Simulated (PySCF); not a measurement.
**In¹⁸⁺: fine-structure interval**

In¹⁸⁺ [Ar] 3d10 4s2 4p1 [4p1/2^1, M_J = 1/2] → In¹⁸⁺ [Ar] 3d10 4s2 4p1 [4p3/2^1, M_J = 3/2], as a difference of total energies. Calculation: PySCF 2.14, in an uncontracted even-tempered set (18 s from 1 bohr⁻², ratio 2.8; 13 p from 1.4 bohr⁻², ratio 2.8; 8 d from 2.4 bohr⁻², ratio 2.8; 4 f from 7 bohr⁻², ratio 3); the two-component X2C-1e Hamiltonian. Correlated levels: [Ne] frozen; the 76 highest virtual spinors dropped. "Screened" scales the spin-orbit matrix elements by Boettger's factors to mimic the two-electron term; Breit and QED terms are absent.

```tsv
method	fine-structure interval (cm⁻¹)
GHF (screened spin-orbit)	82913
GMP2 (screened spin-orbit)	81510
GHF (bare spin-orbit)	86537
```
